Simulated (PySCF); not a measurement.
NICS in isomers of C5H9N3Si.

NICS = −σ at a ghost point: NICS(0) at the centroid of the ring atoms, NICS(1) 1 Å to either side along the normal of their mean plane, zz for the tensor component along that normal. Level: GIAO PBE0/pcSseg-1 (PySCF, non-relativistic, gas phase) on the GFN2-xTB geometries, one conformer each. Atom numbers follow the mapped SMILES.

Question: Order these rings by mean NICS(1)zz, lowest (most negative) first (ppm).
A. ring N2–N3–N4–C5–C6 in `[SiH3:1][n:2]1[n:3][n:4][cH:5][c:6]1[CH:7]1[CH2:8][CH2:9]1`
B. ring C2–C3–N4–N5–N6 in `[SiH3:1][c:2]1[cH:3][n:4][n:5][n:6]1[CH:7]1[CH2:8][CH2:9]1`
C. ring N4–N5–C6–C7–N9 in `[CH2:1]=[CH:2][CH2:3][n:4]1[n:5][cH:6][c:7]([SiH3:8])[n:9]1`
D. ring C2–N3–N4–C5–C7–N9 in `[CH3:1][c:2]1[n:3][n:4][c:5]([CH3:6])[c:7]([SiH3:8])[n:9]1`
E. ring N3–N4–N5–C6–C8 in `[CH2:1]=[CH:2][n:3]1[n:4][n:5][c:6]([CH3:7])[c:8]1[SiH3:9]`
F. ring Si4–C5–C6–N9 in `[CH3:1][N:2]([CH3:3])[Si@H:4]1[CH2:5][C:6]([C:7]#[N:8])=[N:9]1`

Answer: C (-34.3), B (-33.2), A (-31.5), E (-29.6), D (-25.2), F (2.3).

| SMILES | ring | NICS(0) | NICS(1) | NICS(1)zz | HOMA | rms pucker (Å) | ring atoms with four or more neighbours |
| --- | --- | --- | --- | --- | --- | --- | --- |
| C=CCn1ncc([SiH3])n1 | 5-membered ring with 3 N; formal bonds all aromatic | -13.4 | -13.7 | -34.3 | 0.98 | 0.00 | 0 |
| [SiH3]c1cnnn1C1CC1 | 5-membered ring with 3 N; formal bonds all aromatic | -12.6 | -13.4 | -33.2 | 0.96 | 0.00 | 0 |
| [SiH3]n1nncc1C1CC1 | 5-membered ring with 3 N; formal bonds all aromatic | -11.8 | -12.7 | -31.5 | 0.89 | 0.00 | 0 |
| C=Cn1nnc(C)c1[SiH3] | 5-membered ring with 3 N; formal bonds all aromatic | -10.6 | -12.3 | -29.6 | 0.93 | 0.00 | 0 |
| Cc1nnc(C)c([SiH3])n1 | 6-membered ring with 3 N; formal bonds all aromatic | -3.0 | -10.7 | -25.2 | 0.97 | 0.00 | 0 |
| CN(C)[Si@H]1CC(C#N)=N1 | 4-membered ring with N and Si; formal bonds 1 double, 3 single | 5.3 | -3.2 | 2.3 | – | 0.02 | 2 |

NICS(0) gives the same order. The isotropic NICS(1) gives the same order. Over the 5 rings with a HOMA value its correlation coefficient with NICS(1)zz is -0.01. HOMA uses Krygowski's 1993 parameters; it is left out where a ring has a four-coordinate atom, a triple bond, no multiple bond or a kind of bond without parameters. NICS(1) and NICS(1)zz are means over the two faces.
